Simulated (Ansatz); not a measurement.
Basis sets over 6 cases of the optimised length of bonds to hydrogen at MP2 with Ansatz (Ga to Br present), each against its own reference: (a) the value in aug-cc-pV5Z; (b) the value in aug-pcseg-3; (c) the value in def2-QZVPP (pcseg sets are built for DFT). By their distance from other large sets or by the extrapolation step the references are unsure by up to roughly 0.0023 Å and lie short of the limit. Each level at its own minimum; frozen cores (3d too); unrestricted open shells; no added dispersion term; no relativity. Cartesian d functions in some cases of 6-31G*. 

Cases are drawn at random; left out are references unsure by over 0.0033 Å, doubtful singlets, and cases whose largest runs show a restricted determinant unstable towards unrestricted orbitals, <S^2> over 0.1 too high or, where CCSD(T) ran, T1 over 0.025 (0.045 for open shells). Sets are drawn from those converged to one state in every case.

Cases (SMILES) and reference values:
- Br (HBr), one Br-H bond length: 1.4148 Å (a)
- [GeH3] (GeH3), doublet, one Ge-H bond length: 1.5353 Å (c)
- [GeH] (GeH), doublet, one Ge-H bond length: 1.5922 Å (a)
- [AsH2] (AsH2), doublet, one As-H bond length: 1.5178 Å (b)
- [GaH] (GaH) (closed-shell singlet), one Ga-H bond length: 1.6770 Å (a)
- [SeH] (SeH), doublet, one Se-H bond length: 1.4637 Å (a)

| basis | functions over def2-SVP (largest species, mean of cases) |
|---|---|
| cc-pVDZ | 0.9 |
| 6-31G* | 1.0 |
| def2-SVP | 1.0 |
| aug-cc-pVDZ | 1.2 |
| 6-311G** | 1.3 |
| def2-TZVP | 1.4 |
| cc-pVTZ | 1.6 |
| pcseg-2 | 1.6 |
| def2-TZVPP | 1.7 |
| def2-TZVPPD | 2.0 |
| aug-cc-pVTZ | 2.3 |
| cc-pVQZ | 2.8 |

**Question.** Which is the smallest of these sets that keeps every case within 0.01 Å of its reference, together with its larger relatives (same family, alike in diffuse functions, listed or not)?

**Answer.** Among the sets for which every case ran a larger relative (same family, alike in diffuse functions, listed or not), the smallest listed that holds all cases within 0.01 Å together with them is cc-pVDZ, at 0.9 times the functions of def2-SVP. Inside, though some case ran no larger relative to test it: 6-311G**, pcseg-2, def2-TZVPPD, aug-cc-pVTZ, cc-pVQZ. Largest deviations of relatives not listed, over the cases that ran them: pcseg-3 0.0018, def2-QZVP 0.0011, def2-QZVPPD 0.0012, pcseg-4 0.0047, def2-QZVPP 0.0015, aug-cc-pVQZ 0.0004, cc-pV5Z 0.0006, aug-cc-pV5Z 0.0000 Å. A case lies within its reference's uncertainty of the window's edge in aug-cc-pVDZ. These figures hold for the cases listed.
```
basis        mean absolute  largest  within 0.01 Å
-----------  -------------  -------  -------------
cc-pVDZ             0.0048   0.0064         6 of 6
6-31G*              0.0141   0.0161         0 of 6
def2-SVP            0.0018   0.0062         6 of 6
aug-cc-pVDZ         0.0080   0.0088         6 of 6
6-311G**            0.0021   0.0048         6 of 6
def2-TZVP           0.0023   0.0035         6 of 6
cc-pVTZ             0.0008   0.0012         6 of 6
pcseg-2             0.0006   0.0011         6 of 6
def2-TZVPP          0.0018   0.0026         6 of 6
def2-TZVPPD         0.0015   0.0023         6 of 6
aug-cc-pVTZ         0.0017   0.0034         6 of 6
cc-pVQZ             0.0005   0.0008         6 of 6
```

Ansatz is a program for electronic structure.
